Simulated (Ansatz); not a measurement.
Kohn–Sham single points on `C/C=N\[SiH3]`.

```yaml
crystal:
  periodic: [false, false, false]
  atoms:
    - {symbol: C, position_ang: [-0.801511, 1.355916, 0.164024]}
    - {symbol: C, position_ang: [-1.092584, -0.002382, -0.388702]}
    - {symbol: N, position_ang: [-0.334642, -1.004945, -0.450069]}
    - {symbol: Si, position_ang: [1.301095, -1.266389, 0.046656]}
    - {symbol: H, position_ang: [-0.951682, 2.109230, -0.615932]}
    - {symbol: H, position_ang: [-1.515234, 1.588892, 0.960650]}
    - {symbol: H, position_ang: [0.212735, 1.438076, 0.553604]}
    - {symbol: H, position_ang: [-2.113291, -0.110549, -0.788198]}
    - {symbol: H, position_ang: [2.009570, -0.112136, 0.680631]}
    - {symbol: H, position_ang: [2.064439, -1.665931, -1.161970]}
    - {symbol: H, position_ang: [1.286605, -2.386882, 1.020004]}
basis:
  gaussian: {orbitals: def2-TZVPP}
hamiltonian: {xc: {name: r2SCAN0}, dispersion: d4}
output: {orbitals: {seedname: orbitals}}
```

```sh
$ ansatz run in.yaml --threads 2 --pin off --events-out ev --progress --plain --max-ram 4352MiB
```

Shortened log:

```
Functional definition: r2SCAN0
1219 factors; their error is unknown
mean field evaluation 1: about -11547.1276 eV, gradient 5.5e1 eV
mean field evaluation 2: about -11542.9643 eV, gradient 6.8e1 eV
mean field evaluation 4: about -11553.6244 eV, gradient 4.2e0 eV
mean field evaluation 8: about -11553.6666 eV, gradient 3.3e-2 eV
mean field evaluation 16: about -11553.6800 eV, gradient 5.9e-5 eV
mean field -11553.68000953 eV, -424.5899089848 hartree, gradient 5.9e-5 eV, S^2 0.000000; 0 other end points of the search recorded, 0 dependent functions left out
reference -11553.68002015 eV, -424.5899093748 hartree; 20, 20 occupied and 213, 213 virtual orbitals, 1219 factors
Total energy: -11553.73900529 eV, -424.5920770387 hartree
```

Hardware: 2 threads of an Intel Xeon on a shared host. Wall time 5.5 s, peak host memory 0.51 GiB.

With the line `hamiltonian: {xc: pbe0, dispersion: d4}` (abridged; 3.1 s):

```
Functional definition: PBE0
mean field -11549.32729143 eV, -424.4299495448 hartree, gradient 6.5e-5 eV, S^2 0.000000
Total energy: -11549.49820049 eV, -424.4362303371 hartree
```

Changing it to `hamiltonian: {xc: {name: revPBE}, dispersion: d4}` (abridged; 2.4 s):

```
Functional definition: revPBE
mean field evaluation 16: about -11554.3998 eV, gradient 2.9e-4 eV
mean field -11554.39979999 eV, -424.6163607963 hartree, gradient 2.9e-5 eV, S^2 0.000000
Total energy: -11555.06439054 eV, -424.6407840482 hartree
```

The same input with `hamiltonian: {xc: {name: wB97M-V}}` and forces (abridged; 11 s):

```
Functional definition: wB97M-V
mean field evaluation 16: about -11554.6806 eV, gradient 1.8e-4 eV
mean field -11554.68061944 eV, -424.6266807206 hartree, gradient 5.5e-5 eV, S^2 0.000000
Total energy: -11554.68067263 eV, -424.6266826754 hartree
Atom 0 force     0.047577     0.243021     0.095618 eV/Å
Atom 1 force    -0.184009    -0.135953    -0.109502 eV/Å
Atom 2 force    -0.042306     0.016882    -0.009307 eV/Å
Atom 3 force     0.249405    -0.097844     0.056628 eV/Å
Atom 4 force     0.022952    -0.071766     0.062843 eV/Å
Atom 5 force     0.067701    -0.030820    -0.063511 eV/Å
Atom 6 force    -0.080036     0.000540    -0.028388 eV/Å
Atom 7 force     0.097154     0.005831     0.036222 eV/Å
Atom 8 force    -0.096174    -0.125181    -0.075720 eV/Å
Atom 9 force    -0.087390     0.054771     0.147439 eV/Å
Atom 10 force     0.005125     0.140519    -0.112322 eV/Å
Dipole moment:    -0.156486     0.430392     0.086471 e Å
```

Changing it to `hamiltonian: {xc: {name: r2SCANh}, dispersion: d4}` (abridged; 4.5 s):

```
Functional definition: r2SCANh
mean field evaluation 16: about -11553.9844 eV, gradient 1.7e-5 eV
mean field -11553.98441130 eV, -424.6010955435 hartree, gradient 1.7e-5 eV, S^2 0.000000
Total energy: -11554.03798823 eV, -424.6030644594 hartree
```

Changing it to `hamiltonian: {xc: {name: CAM-B3LYP}, dispersion: d4}` (abridged; 3.9 s):

```
Functional definition: CAM-B3LYP
mean field evaluation 16: about -11555.4471 eV, gradient 5.3e-5 eV
mean field -11555.44709224 eV, -424.6548480765 hartree, gradient 5.3e-5 eV, S^2 0.000000
Total energy: -11555.61901679 eV, -424.6611661872 hartree
```
